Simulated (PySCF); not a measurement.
**Static response to an electric field**

Species: C4H9N2PSi.
Numbering: `[CH2:1]=[N:2][Si@@:3]([NH2:4])([PH2:5])[C:6]#[C:7][CH3:8]` (hydrogens: H9, H10 on C1; H11, H12 on N4; H13, H14 on P5; H15, H16, H17 on C8)

Geometry (GFN2-xTB, Å), atoms numbered from 1 in this order:
```xyz
17
C4H9N2PSi angstrom
C     -1.374    2.169   -0.826
N     -1.865    1.139   -0.323
Si    -1.160   -0.284    0.375
N     -1.841   -0.617    1.925
P     -1.849   -1.937   -0.988
C      0.678   -0.188    0.610
C      1.879   -0.088    0.649
C      3.318    0.021    0.735
H     -0.302    2.375   -0.902
H     -2.038    2.934   -1.223
H     -1.839    0.113    2.617
H     -2.714   -1.118    1.955
H     -0.840   -1.749   -1.918
H     -1.127   -2.907   -0.318
H      3.682    0.743    0.004
H      3.608    0.351    1.732
H      3.778   -0.946    0.535
```

Level: wB97X-D/def2-SVPD (PySCF), static field, nuclei fixed, core orbitals frozen in the response. The polarisability tensor in these axes (au):

```
x   135.02   8.29   7.85
y     8.29 115.51  -1.25
z     7.85  -1.25  97.58
```

Question: What are the eigenvalues, a third of the trace, and Δα (Δα² = ½Σ(αi − αj)² over the three pairs)?

Answer: Principal values 95.56, 113.31 and 139.24 au; mean 116.04 au = 17.19 Å³ = 19.13 × 10⁻⁴⁰ C²·m²/J; Δα = 38.06 au (33 % of the mean).

Question: What is the dipole moment, and where does it point?

Answer: (2.35, 1.65, 0.36) D, 2.89 D in size, pointing from the negative to the positive side. Measured along this direction, the outermost atoms are P5 and H14 at the negative end and H15 and H16 at the positive end.

Question: What are the principal values of the traceless quadrupole moment, Θ = ½Σq(3rr − r²1), about the centre of nuclear charge?

Answer: -6.32, -0.43, 6.75 D·Å. The values depend on the origin, since the dipole doesn't vanish. The electronic extent ⟨r²⟩ about the same centre is 1744 bohr², a root-mean-square distance of 2.54 Å for the 76 electrons.

Question: Give the principal axes and the span of the nuclei along them.

Answer: Largest value along (0.93, 0.32, 0.17), where the nuclei span 6.33 Å; middle along (-0.28, 0.94, -0.21), 5.91 Å; least along (-0.22, 0.15, 0.96), 4.87 Å. The response follows the extents in order.

Question: How large is μ²/3kT at 500 K beside α?

Answer: In Gaussian units μ²/3kT = 40.39 Å³ against 17.19 Å³, a ratio of 2.35; the Debye molar polarisation (4π/3)N_A(α + μ²/3kT) is 145.2 cm³/mol, leaving out the vibrational part.

Question: Estimate the molar refractivity from the static electronic polarisability.

Answer: Lorentz–Lorenz: R = (4π/3)N_A α = 2.5225 cm³/(mol·Å³) × 17.19 Å³ = 43.4 cm³/mol, in the limit of long wavelengths.

The structure is a single GFN2-xTB conformer in the gas phase; no vibrational or solvent corrections.
